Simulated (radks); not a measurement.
The numbers below are computed, except where a source is named.
Ionisation of Ag+, [Kr] 4d10, to Ag2+, [Kr] 4d9, under several functionals. Dirac Kohn-Sham, spin-unpolarised, spherical densities, point nucleus; open shells are shared between the two j in proportion to 2j + 1; a radial shooting solver on a logarithmic mesh with Libxc functionals.

| functional | E(Ag+) (hartree) | Exc (hartree) | IE (eV) | -e(HOMO) (eV) | <r> HOMO (bohr) | IE error (eV) |
|---|---|---|---|---|---|---|
| B86b exchange with PBE correlation | -5317.60775 | -149.93484 | 22.139 | 15.438 | 1.396 | +0.655 |
| LDA (Slater exchange, Perdew-Zunger correlation) | -5312.03843 | -144.27854 | 22.384 | 15.693 | 1.399 | +0.900 |
| SOGGA | -5314.07831 | -146.35925 | 22.003 | 15.305 | 1.396 | +0.519 |
| revPBE | -5317.18499 | -149.51278 | 22.025 | 15.321 | 1.395 | +0.541 |
| HCTH/407 | -5320.39381 | -152.92994 | 22.527 | 15.748 | 1.382 | +1.042 |
| exchange-only PBE | -5314.51034 | -146.77044 | 21.033 | 14.411 | 1.410 | -0.451 |
| PBEsol | -5314.42336 | -146.70469 | 22.115 | 15.418 | 1.396 | +0.631 |
| BP86 | -5317.97683 | -150.30522 | 22.220 | 15.529 | 1.396 | +0.735 |

NIST Atomic Spectra Database: 21.484 eV (measured). Closest: exchange-only PBE. The Delta-SCF values span 1.49 eV, the total energies 8.36 hartree. The highest occupied level is 4d5/2. Spin polarisation and multiplet splitting are left out, so open shells lie too high by an amount that depends on their filling. Sharing an open shell by 2j + 1 raises it above the true ground level by a part of the spin-orbit splitting, which enters the differences from NIST.

Beside tabulated values, note that spin-unpolarised runs miss the spin-polarisation part of the exchange energy of open shells.
